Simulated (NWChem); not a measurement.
# diarsenic (As$_{2}$) in NWChem

```xyz
2

As     0.0000     0.0000     1.0456
As     0.0000     0.0000    -1.0456
```
Charge 0, spin multiplicity 1.

Everything below was run with NWChem. The geometry was optimised at PBE0/def2-SVP, a minimum by its harmonic frequencies.

Symmetry labels belong to the abelian group D2h used in the runs, with the axes of the coordinates shown; states degenerate in a higher group split over its labels.

The Hamiltonian is non-relativistic.

Problem. List the lowest 6 singlet excitations that CIS/def2-SVPD gives, with oscillator strengths.

Solution. 
```csv
state,symmetry,energy (eV),wavelength (nm),f
1,au,2.66,467,0.000
2,au,2.99,415,0.000
3,b1u,2.99,415,0.000
4,b3g,4.00,310,0.000
5,b2g,4.00,310,0.000
6,b1u,6.22,199,0.340
```
